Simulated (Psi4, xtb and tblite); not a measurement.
Two geometries of BPhen, SMILES c12c(c3nccc(c3cc1)-c1ccccc1)nccc2-c1ccccc1, singlet, relaxed at GFN2-xTB with one dihedral held; other torsions can differ between them too.

Structure A

```
42

C      5.2040     2.6730     0.0688
C      5.6036     1.6825    -0.8123
C      4.8020     0.5790    -1.0327
C      3.5522     0.4616    -0.4217
C      2.7546    -0.7667    -0.5489
C      3.3534    -1.9634    -0.9070
C      2.5894    -3.1300    -0.9558
N      1.3108    -3.1733    -0.6870
C      0.6770    -2.0230    -0.4411
C      1.3367    -0.7676    -0.4372
C      0.5403     0.4127    -0.4156
C     -0.8018     0.3600    -0.2357
C     -1.4735    -0.8794    -0.0495
C     -2.8616    -0.9792     0.2075
C     -3.6948     0.2087     0.4541
C     -3.3447     1.1338     1.4343
C     -4.1491     2.2317     1.6784
C     -5.3082     2.4228     0.9449
C     -5.6657     1.5052    -0.0289
C     -4.8683     0.4015    -0.2694
C     -3.4268    -2.2394     0.2407
C     -2.6099    -3.3562     0.0497
N     -1.3203    -3.2876    -0.1552
C     -0.7438    -2.0825    -0.2055
C      3.1976     1.4354     0.5170
C      4.0020     2.5368     0.7416
H      5.8331     3.5328     0.2444
H      6.5537     1.7621    -1.3202
H      5.1226    -0.1645    -1.7472
H      4.4209    -2.0285    -1.0480
H      3.0507    -4.0766    -1.2070
H      1.0147     1.3635    -0.6070
H     -1.3886     1.2669    -0.2592
H     -2.4491     0.9762     2.0185
H     -3.8709     2.9405     2.4447
H     -5.9330     3.2831     1.1339
H     -6.5697     1.6495    -0.6022
H     -5.1422    -0.3107    -1.0345
H     -4.4817    -2.3597     0.4371
H     -3.0291    -4.3540     0.0781
H      2.3020     1.3107     1.1070
H      3.6975     3.2820     1.4620
```

Structure B

```
42

C      5.1196     2.7019    -0.1949
C      5.1454     1.9526    -1.3592
C      4.3834     0.8030    -1.4622
C      3.5810     0.3945    -0.4019
C      2.7794    -0.8375    -0.5119
C      3.4034    -2.0497    -0.7301
C      2.6294    -3.2117    -0.7824
N      1.3313    -3.2278    -0.6277
C      0.6959    -2.0690    -0.4248
C      1.3722    -0.8262    -0.3672
C      0.6204     0.3722    -0.2144
C     -0.7244     0.3411    -0.0574
C     -1.4368    -0.8908    -0.0397
C     -2.8383    -0.9686     0.1436
C     -3.6538     0.2183     0.4511
C     -3.3530     1.0260     1.5449
C     -4.1443     2.1197     1.8442
C     -5.2409     2.4232     1.0546
C     -5.5496     1.6219    -0.0319
C     -4.7655     0.5223    -0.3290
C     -3.4403    -2.2078     0.0425
C     -2.6472    -3.3317    -0.1994
N     -1.3474    -3.2882    -0.3337
C     -0.7358    -2.1015    -0.2622
C      3.5578     1.1538     0.7644
C      4.3274     2.2981     0.8670
H      5.7167     3.5982    -0.1145
H      5.7611     2.2648    -2.1900
H      4.3984     0.2186    -2.3711
H      4.4763    -2.0986    -0.8425
H      3.0955    -4.1749    -0.9479
H      1.1450     1.3163    -0.2433
H     -1.2827     1.2612     0.0365
H     -2.5074     0.7797     2.1714
H     -3.9050     2.7370     2.6978
H     -5.8554     3.2801     1.2876
H     -6.4055     1.8533    -0.6490
H     -5.0014    -0.0998    -1.1805
H     -4.5073    -2.3083     0.1751
H     -3.0954    -4.3144    -0.2752
H      2.9458     0.8325     1.5953
H      4.3080     2.8775     1.7785
```

### Question
Which is lower in energy at the level B3LYP-D3(BJ)/def2-SVP // GFN2-xTB (Psi4 1.11), and by how much?

### Answer
B is lower, by 14.96 kJ/mol (dihedral C6–C5–C4–C3: 20° in A, 60° in B).

E(B) − E(A) in kJ/mol at the other levels, on the same two geometries: GFN2-xTB (xtb and tblite) -13.85; B3LYP/def2-SVP // GFN2-xTB (Psi4) -15.75; PBE/def2-SVP // GFN2-xTB (Psi4) -13.07; PBE-D3(BJ)/def2-SVP // GFN2-xTB (Psi4) -12.66.
